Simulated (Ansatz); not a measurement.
Geometry optimisation, RKS PBE-D4/def2-SVP in Ansatz 0.2.0.

input.yaml

```yaml
crystal:
  periodic: [false, false, false]
  atoms:
    - { symbol: Ge, position_ang: [-0.224057, -0.073515, -0.166439] }
    - { symbol: F, position_ang: [-0.463563, -0.413609, 1.508936] }
    - { symbol: H, position_ang: [1.263444, 0.11403, -0.4833] }
    - { symbol: O, position_ang: [-1.217028, 1.306677, -0.672486] }
    - { symbol: H, position_ang: [-2.054817, 0.955089, -1.033398] }
    - { symbol: O, position_ang: [-0.917762, -1.515891, -0.967295] }
    - { symbol: H, position_ang: [-1.159241, -2.189678, -0.302794] }
    - { symbol: O, position_ang: [0.931097, 1.95664, 1.669607] }
    - { symbol: Al, position_ang: [2.602905, 2.179185, 2.06754] }
    - { symbol: H, position_ang: [3.228721, 1.464749, 3.362294] }
    - { symbol: H, position_ang: [3.399063, 3.104272, 1.048882] }
    - { symbol: H, position_ang: [0.329039, 1.412151, 2.233554] }
basis:
  gaussian: { orbitals: def2-SVP }
hamiltonian:
  xc: pbe
  dispersion: d4
relax:
  f_tol: 0.03
  max_steps: 50
```

Command:

```bash
$ ansatz run input.yaml --threads 4 --pin off --max-ram 5120MiB --backend cpu --events-out ev --progress --plain --runs-dir out
```

**Question.** Where does it end, and by what steps?

**Answer.** The forces met the threshold. After 42 steps the energy has fallen by 1.545 eV; H10 moved furthest, 3.52 Å. Joined: Ge1–O8 (2.97 → 1.91 Å), O4–Al9 (4.78 → 1.87 Å).

```tsv
step	energy less start (eV)	largest force component (eV/Å)	accepted
0	0.0000	1.352	yes
2	-0.0536	0.375	yes
4	-0.0654	0.338	yes
6	-0.0756	0.339	yes
8	-0.0753	0.390	no
10	-0.0900	0.039	yes
12	-0.0971	0.259	yes
14	-0.1068	0.269	yes
16	-0.1342	0.284	yes
18	-0.1856	0.334	yes
20	-0.3038	0.357	yes
22	-0.6169	0.419	yes
24	-1.1163	0.778	yes
26	-1.3309	0.372	yes
28	-1.3501	0.345	no
30	-1.3712	0.136	yes
32	-1.3874	0.286	yes
34	-1.4139	0.734	yes
36	-1.4995	0.458	yes
38	-1.5337	0.573	yes
40	-1.5434	0.102	yes
42	-1.5447	0.021	yes
```

```xyz
12
Properties=species:S:1:pos:R:3
Ge 0.383 -0.298 0.090
F 0.438 -1.878 0.943
H 1.204 -0.578 -1.180
O 0.370 1.733 -0.225
H -0.566 1.977 -0.364
O -1.401 -0.128 0.084
H -1.784 -0.967 0.409
O 1.377 0.439 1.550
Al 1.230 2.321 1.322
H 0.199 2.953 2.371
H 2.672 2.931 1.018
H 1.596 -0.206 2.248
```

Whether the end is a true minimum wasn't checked by a vibrational analysis.

The run took 83 s on 4 threads of Intel(R) Xeon(R) Platinum 8488C (Sapphire Rapids) (shared host), peak memory 0.23 GiB.
